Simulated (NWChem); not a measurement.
# CH4AlO cation; SMILES [CH3][Al+][OH]

```xyz
7

Al     0.0169    -0.0757    -0.0043
C      0.0173     1.8272    -0.0089
H     -0.2026     2.1961     1.0058
H     -0.7526     2.1934    -0.7066
H      1.0053     2.1965    -0.3272
O      0.0112    -1.6863     0.0035
H      0.0226    -2.6424     0.0015
```
Atoms are numbered in this order, from 1.

Program: NWChem. Pople sets run with spherical d functions. The geometry was optimised at PBE0/def2-SVP. Atomic charges in e: unrestrained fits to the electrostatic potential beside Mulliken populations; buried atoms are poorly determined by the fit.

Question: What does the run give for Hartree-Fock/6-31G*? Quantities: ESP Al1; Mulliken Al1; ESP C2; Mulliken C2; ESP O6; Mulliken O6; relative RMS misfit of the potential (%).

Answer: 
- ESP Al1: 1.49
- Mulliken Al1: 1.35
- ESP C2: -0.81
- Mulliken C2: -0.79
- ESP O6: -0.95
- Mulliken O6: -0.91
- relative RMS misfit of the potential (%): 2
